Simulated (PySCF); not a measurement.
PySCF input for CH₂ClFO₂Si, SMILES O=CO[Si@@H](F)Cl, PBE-D3(BJ)/def2-SVP. The structure is a stationary point at PBE-D3(BJ)/def2-SVP. The structure was generated by enumeration; whether it is a known compound was not checked. Other conformers were not sampled.

```python
import numpy as np
from pyscf import gto, scf, dft, df
from pyscf.hessian import thermo

mol = gto.M(
    atom='''
    O     1.93879515    0.39671393    0.92470384
    C     2.02078585   -0.25447754   -0.08575414
    O     0.96275847   -0.77675128   -0.76790578
    Si   -0.65781117   -0.54350131   -0.30511660
    F    -0.90511704   -1.17351052    1.16758943
    Cl   -1.14739200    1.44445891   -0.29753533
    H     2.97259428   -0.52515245   -0.60893104
    H    -1.44866460   -1.29287208   -1.30950046
    ''',
    basis='def2-SVP',
    charge=0,
    spin=0,
    max_memory=1600,
    verbose=3,
)
mf = dft.RKS(mol, xc='pbe').density_fit(auxbasis='def2-universal-jkfit')
mf.disp = 'd3bj'
mf.grids.level = 3
mf.conv_tol = 1e-11
mf.max_cycle = 100
mf.kernel()

# [left out here: the lines that compute and print the analytic Hessian (its translational invariance restored by hand, since the grid's response is missing), thermochemistry and intensities]
```

Output:

```
converged SCF energy = -1038.36488430945

WARN: DFTD3 does not support analytical Hessian, using finite difference


WARN: Mole.unit (angstrom) is changed to Bohr

Mode                                 0                   1                   2
Irrep
Freq [cm^-1]                       63.9526            103.8713            138.5989
Reduced mass [au]                  17.0349             12.6484              3.4381
Force const [Dyne/A]                0.0410              0.0804              0.0389
Char temp [K]                      92.0136            149.4477            199.4130
Normal mode                   x     y     z       x     y     z       x     y     z
       0   O                -0.02  0.14 -0.08   -0.18 -0.00  0.01   -0.04  0.06 -0.05
       1   C                -0.01  0.03 -0.01   -0.07  0.03 -0.01    0.01 -0.14  0.08
       2   O                 0.00 -0.07  0.05   -0.01 -0.02 -0.06    0.02 -0.05 -0.01
       3  Si                -0.01 -0.02 -0.01    0.01 -0.01  0.01    0.02  0.03 -0.03
       4   F                -0.09 -0.05 -0.03    0.08  0.00  0.03    0.08  0.01 -0.02
       5  Cl                 0.06 -0.00  0.04    0.06  0.00  0.00   -0.05  0.02  0.02
       6   H                -0.00 -0.02  0.02   -0.03  0.12  0.04    0.04 -0.40  0.28
       7   H                 0.00  0.04 -0.05   -0.05 -0.01  0.06    0.01  0.05 -0.03
Mode                                 3                   4                   5
Irrep
Freq [cm^-1]                      226.2879            292.7859            324.1813
Reduced mass [au]                  12.9284              8.7733              7.1688
Force const [Dyne/A]                0.3900              0.4431              0.4439
Char temp [K]                     325.5779            421.2537            466.4247
Normal mode                   x     y     z       x     y     z       x     y     z
       0   O                -0.04 -0.03 -0.01    0.04  0.04  0.02    0.03 -0.01  0.04
       1   C                 0.02  0.02 -0.03   -0.02 -0.02  0.05   -0.02  0.05 -0.00
       2   O                 0.06 -0.06 -0.03   -0.05  0.11 -0.02   -0.03 -0.11  0.11
       3  Si                 0.05 -0.01 -0.04   -0.06 -0.05 -0.06   -0.05 -0.01 -0.07
       4   F                -0.07  0.14  0.00    0.02  0.07  0.01    0.10  0.04 -0.04
       5  Cl                -0.02 -0.04  0.06    0.05 -0.05  0.02   -0.01  0.01  0.01
       6   H                 0.04  0.12 -0.04   -0.03 -0.19  0.12   -0.06  0.23 -0.16
       7   H                 0.10 -0.04 -0.05   -0.05 -0.12 -0.01   -0.07  0.03 -0.07
Mode                                 6                   7                   8
Irrep
Freq [cm^-1]                      552.5720            702.3797            742.3308
Reduced mass [au]                  11.3946              3.3590              9.6716
Force const [Dyne/A]                2.0499              0.9764              3.1401
Char temp [K]                     795.0280           1010.5680           1068.0488
Normal mode                   x     y     z       x     y     z       x     y     z
       0   O                 0.01  0.01  0.01    0.06  0.04  0.06    0.07  0.04  0.04
       1   C                 0.03  0.01  0.01    0.01  0.03  0.05   -0.14  0.01  0.04
       2   O                 0.04 -0.01 -0.04    0.06 -0.08 -0.13   -0.10 -0.03 -0.05
       3  Si                -0.01 -0.12 -0.03   -0.05  0.03  0.00    0.10 -0.03  0.01
       4   F                -0.01 -0.01  0.04   -0.01 -0.01  0.02   -0.01  0.01 -0.03
       5  Cl                -0.02  0.10  0.01   -0.00 -0.02 -0.00   -0.01  0.01 -0.00
       6   H                 0.05  0.00  0.04    0.04  0.07  0.09   -0.20 -0.04 -0.03
       7   H                 0.01 -0.22  0.02   -0.41  0.23  0.13   -0.01 -0.00  0.08
Mode                                 9                  10                  11
Irrep
Freq [cm^-1]                      803.3579            814.7500            922.6105
Reduced mass [au]                   1.1840              1.4436              8.8361
Force const [Dyne/A]                0.4502              0.5646              4.4315
Char temp [K]                    1155.8531           1172.2439           1327.4311
Normal mode                   x     y     z       x     y     z       x     y     z
       0   O                -0.00 -0.00  0.00    0.04  0.02  0.03   -0.00 -0.01 -0.00
       1   C                 0.01  0.00 -0.00   -0.05  0.00  0.01   -0.00  0.01 -0.00
       2   O                 0.01 -0.01  0.01    0.02 -0.05 -0.06   -0.02  0.00  0.02
       3  Si                -0.01  0.03  0.02   -0.05  0.05  0.00    0.04  0.06 -0.11
       4   F                -0.00  0.01 -0.08    0.01 -0.02  0.03   -0.03 -0.06  0.14
       5  Cl                 0.00 -0.00  0.01    0.01 -0.01  0.00    0.00 -0.01  0.00
       6   H                 0.02  0.00  0.01   -0.03  0.03  0.03   -0.03 -0.03 -0.02
       7   H                -0.11 -0.67  0.61    0.68 -0.36 -0.28   -0.12 -0.16  0.17
Mode                                12                  13                  14
Irrep
Freq [cm^-1]                      992.0603           1144.4211           1340.1719
Reduced mass [au]                   1.6727              8.5627              1.1241
Force const [Dyne/A]                0.9699              6.6074              1.1895
Char temp [K]                    1427.3539           1646.5671           1928.2090
Normal mode                   x     y     z       x     y     z       x     y     z
       0   O                 0.00 -0.04  0.03   -0.03  0.02  0.03    0.03 -0.02 -0.04
       1   C                -0.01  0.15 -0.10    0.19  0.03  0.03   -0.05 -0.01 -0.02
       2   O                 0.00 -0.03  0.02   -0.16 -0.04 -0.05   -0.03  0.01  0.01
       3  Si                -0.00 -0.00  0.00    0.01  0.00  0.00    0.00 -0.00 -0.00
       4   F                 0.00  0.00 -0.00    0.00 -0.00 -0.00   -0.00 -0.00  0.00
       5  Cl                 0.00  0.00 -0.00    0.00 -0.00 -0.00   -0.00  0.00  0.00
       6   H                 0.05 -0.63  0.41    0.18  0.03  0.02    0.45  0.47  0.68
       7   H                 0.00  0.02 -0.02    0.11 -0.04 -0.05   -0.01  0.01  0.01
Mode                                15                  16                  17
Irrep
Freq [cm^-1]                     1797.6145           2282.8523           2962.9624
Reduced mass [au]                   9.8962              1.0431              1.0934
Force const [Dyne/A]               18.8413              3.2027              5.6554
Char temp [K]                    2586.3671           3284.5162           4263.0432
Normal mode                   x     y     z       x     y     z       x     y     z
       0   O                 0.01 -0.08 -0.13    0.00  0.00  0.00    0.00 -0.00 -0.00
       1   C                -0.00  0.12  0.18   -0.00 -0.00 -0.00   -0.07  0.02  0.04
       2   O                 0.00 -0.01 -0.01    0.00  0.00  0.00   -0.00 -0.00 -0.00
       3  Si                -0.00  0.00  0.00    0.02  0.02  0.02    0.00  0.00  0.00
       4   F                 0.00 -0.00 -0.00    0.00  0.00 -0.00   -0.00 -0.00  0.00
       5  Cl                 0.00 -0.00 -0.00    0.00 -0.00 -0.00   -0.00  0.00 -0.00
       6   H                -0.17 -0.00  0.01    0.00  0.00  0.00    0.82 -0.22 -0.44
       7   H                 0.02 -0.01 -0.01   -0.52 -0.49 -0.67   -0.00 -0.00 -0.00
temperature 298.1500 [K]
pressure 101325.00 [Pa]
Rotational constants [GHz] 3.03731 1.83858 1.49656
Symmetry number 1
Zero-point energy (ZPE) 0.03692 [Eh]   96943.941 [J/mol]
                           tot       elec      trans        rot        vib
Entropy [J/mol/K]       357.755      0.000    169.313    117.336     71.106
Cv [J/mol/K]             92.674      0.000     12.472     12.472     67.731
Cp [J/mol/K]            100.988      0.000     20.786     12.472     67.731
Internal energy [J/mol]                      3718.434   3718.434 107984.220
Internal energy [Eh]   -1038.32092  -1038.36488
Enthalpy [J/mol]                             6197.391   3718.434 107984.220
Enthalpy [Eh]          -1038.31998
Gibbs free energy [J/mol]                  -44283.319 -31265.241  86783.928
Gibbs free energy [Eh] -1038.36060
mode   freq/cm-1   IR/(km/mol)
   1       63.95         0.462
   2      103.87         0.520
   3      138.60         3.337
   4      226.29         9.975
   5      292.79        25.574
   6      324.18        28.468
   7      552.57        57.048
   8      702.38        18.958
   9      742.33        54.071
  10      803.36        54.880
  11      814.75       219.097
  12      922.61       184.345
  13      992.06         0.374
  14     1144.42       462.770
  15     1340.17         0.765
  16     1797.61       248.593
  17     2282.85        73.902
  18     2962.96        62.899
max |gradient| / (hartree/bohr): 3.424365343624618e-05
APT charges: [-0.5906  1.0805 -1.0845  1.9071 -0.5886 -0.4713 -0.0148 -0.2376]
```

The run converged.

Cost: very roughly 70 core-seconds.
